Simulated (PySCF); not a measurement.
SnF, SMILES [F][Sn+] (connectivity only; charge and spin as stated), charge +1, multiplicity 1.

Coordinates come from a PBE0-D3(BJ)/def2-TZVP optimisation. The multiplicity is an assumed one; other spin states were not compared. The def2 effective core potentials stand for the cores of Sn; spin–orbit coupling is left out.

Two levels are set side by side: TDA-PBE/def2-TZVPD (PySCF) and TDA-B3LYP/def2-TZVPD (PySCF). Vertical, same geometry. The lowest singlet is HOMO−1→LUMO 50 %, HOMO−2→LUMO+1 50 % with PBE and HOMO→LUMO 95 % with the other functional; states are paired by order. Differences are taken from unrounded values.

```tsv
quantity	TDA-B3LYP	TDA-PBE	TDA-PBE minus TDA-B3LYP
lowest singlet excitation (eV)	5.98	5.64	-0.34
lowest triplet excitation (TDA) (eV)	4.68	4.58	-0.11
first bright state (f over 0.05) (eV)	5.98	5.71	-0.27
its oscillator strength	0.11	0.08	-0.03
```

Functionals without exact exchange tend to place singlet excitations lower, as here. Differences between two approximate levels are no errors against the true value.

Rough cost on one machine, each run with all the roots and properties that it gave: TDA-B3LYP against TDA-PBE within a factor of 2.
